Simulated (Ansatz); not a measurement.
Consider the redistribution: `FC[SiH]([SiH3])S` + `SCOBCl` → `FC[SiH](S)Cl` + `[SiH3]BOCS`.

Program: Ansatz. Geometries: PBE0-D4/def2-TZVP. ΔE: electronic, gas phase. CCSD(T)/CBS is the MP2 limit (def2-TZVPP, def2-QZVPP) plus CCSD(T) − MP2 in def2-TZVPP, frozen cores. DFT in def2-TZVPP. B3LYP here is the variant with VWN-RPA as its local correlation; programs differ in this. One conformer a species, not always the lowest.

(1) Is it downhill or uphill in electronic energy at CCSD(T)/CBS, and by how much? (An estimate is asked.)

(2) What do these levels give: PBE-D4, PBE0-D4, B3LYP-D4, ωB97X-V, B2PLYP, HF/def2-TZVPP, MP2/def2-TZVPP, SCS-MP2/def2-TZVPP, CCSD/def2-TZVPP, HF/def2-QZVPP, MP2/def2-QZVPP, SCS-MP2/def2-QZVPP? (Estimate.)

Largest T1 diagnostic among the species: 0.014.

## Answers

(1) The calculation gave: Uphill: ΔE = +13.6 kJ/mol.

(2) The calculation gave: PBE-D4 20.8, PBE0-D4 19.9, B3LYP-D4 15.8, ωB97X-V 14.6, B2PLYP 14.3, HF/def2-TZVPP 11.3, MP2/def2-TZVPP 15.7, SCS-MP2/def2-TZVPP 13.9, CCSD/def2-TZVPP 15.3, HF/def2-QZVPP 10.5, MP2/def2-QZVPP 13.7, SCS-MP2/def2-QZVPP 12.1 kJ/mol.

In def2-TZVPP, CCSD(T) changes the Hartree–Fock value by +5.1 kJ/mol (the triples alone add +1.1 kJ/mol) and MP2 by +4.4 kJ/mol.
